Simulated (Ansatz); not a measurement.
Abridged output of a molecular run in Ansatz:

```
Functional definition: HF
2005 factors; integrals over basis functions are off by at most 1.2e-3 eV
mean field evaluation 1: about -29286.8031 eV, gradient 5.7e1 eV
mean field evaluation 2: about -29287.1676 eV, gradient 5.8e1 eV
mean field evaluation 4: about -29293.8453 eV, gradient 4.6e0 eV
mean field evaluation 8: about -29293.9518 eV, gradient 3.7e-1 eV
mean field -29293.95227587 eV, -1076.5328899844 hartree, gradient 9.4e-6 eV, S^2 0.000000; 0 other end points of the search recorded, 0 dependent functions left out
18 core orbitals not correlated: weight in the atoms' cores, before any rotation towards them, 1.000 or more for the frozen orbitals, at most 0.000 for the correlated occupied ones
reference -29293.95227587 eV, -1076.5328899844 hartree; 19, 19 occupied and 308, 308 virtual orbitals, 2005 factors
second order -28.79758666 eV of doubles, -0.00000000 eV of singles
cycle   1  -29.52882385 eV  change   -7.3e-1 eV  update   1.2e-1
cycle   2  -30.28831541 eV  change   -7.6e-1 eV  update   3.6e-2
cycle   3  -30.45023912 eV  change   -1.6e-1 eV  update   1.8e-2
cycle   4  -30.43117649 eV  change    1.9e-2 eV  update   4.2e-3
cycle   5  -30.43000382 eV  change    1.2e-3 eV  update   1.9e-3
cycle   6  -30.43067395 eV  change   -6.7e-4 eV  update   5.2e-4
cycle   7  -30.43025160 eV  change    4.2e-4 eV  update   1.9e-4
cycle   8  -30.43018799 eV  change    6.4e-5 eV  update   5.7e-5
cycle   9  -30.43021425 eV  change   -2.6e-5 eV  update   2.3e-5
perturbative correction -1.08125415 eV, -0.0397353571 hartree
Total energy: -29325.46374428 eV, -1077.6909150889 hartree
```

Its atoms:

Cartesian coordinates in Å:
```
N 1.2323 1.6647 0.9561
Si -0.0397 0.6846 0.3721
O -1.4244 1.5631 0.3213
Si -0.6025 -1.1925 1.6539
O 0.4806 0.2174 -1.1073
Si 0.1790 -0.7939 -2.3572
H 2.1803 1.4722 0.6762
H 1.1910 2.0765 1.8739
H -1.3468 2.4567 -0.0226
H 0.5415 -2.1471 1.6748
H -0.8857 -0.7870 3.0589
H -1.7940 -1.9080 1.1215
H -0.3909 -2.0751 -1.8607
H -0.7796 -0.1678 -3.3034
H 1.4590 -1.0638 -3.0576
```

Which basis set was used?
A. def2-TZVPP
B. def2-SVPD
C. cc-pV(D+d)Z
D. def2-QZVPP

A. It gives 345 functions.

Write the keys of the input that set method, charge and spin (a neutral closed shell needs none for the last two).


```yaml
correlation: {method: ccsd_t}
```
